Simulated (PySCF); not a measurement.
C2H5O2, multiplicity 2. Atoms are numbered in the order given.

```xyz
9

O      1.3497    -0.0436     0.8565
C      0.8470    -0.3713    -0.3433
C     -0.7266    -0.4089    -0.2508
O     -1.3174     0.8255    -0.0095
H      1.0913     0.3608    -1.1501
H      1.1337    -1.3942    -0.6818
H     -1.0021    -1.0762     0.5789
H     -1.0608    -0.8749    -1.1998
H     -1.1433     1.4100    -0.7592
```
Charge 0, spin multiplicity 2.

The structure is a stationary point at B3LYP-D3(BJ)/def2-SVP. The isomer is the one that the SMILES or the coordinates give; other isomers of the formula were not compared. Other conformers were not sampled.

Computed with B3LYP-D3(BJ)/def2-SVP run with PySCF 2.14.0.

Frequencies are harmonic and unscaled.

Computed normal modes with their intensities:
```
mode  ν (cm⁻¹)  IR (km/mol)  moving atoms (share of kinetic energy)
----  --------  -----------  --------------------------------------
1          164          8.9                  O 48 %, H 35 %, C 17 %
2          302          7.3                  O 61 %, H 24 %, C 15 %
3          337        112.5                           H 86 %, C 9 %
4          496         33.1                  C 42 %, H 30 %, O 28 %
5          661         64.2                          H 55 %, C 40 %
6          840         21.7                          C 74 %, H 23 %
7          917         25.4                  H 52 %, C 35 %, O 13 %
8         1045        251.7                  C 35 %, H 34 %, O 31 %
9         1139          5.3                  H 70 %, C 17 %, O 13 %
10        1185         29.2                  H 45 %, C 28 %, O 27 %
11        1257          4.2                          H 79 %, C 14 %
12        1284          9.6                           H 83 %, O 9 %
13        1368          5.2                          H 78 %, C 18 %
14        1390         43.5                          H 80 %, C 14 %
15        1478          9.6                           H 91 %, C 9 %
16        1516          3.0                          H 87 %, C 13 %
17        2887         49.6                                  H 96 %
18        2936         70.8                          H 90 %, C 10 %
19        2984         63.1                                  H 94 %
20        3119         16.7                           H 91 %, C 9 %
21        3809         34.6                                  H 94 %
```
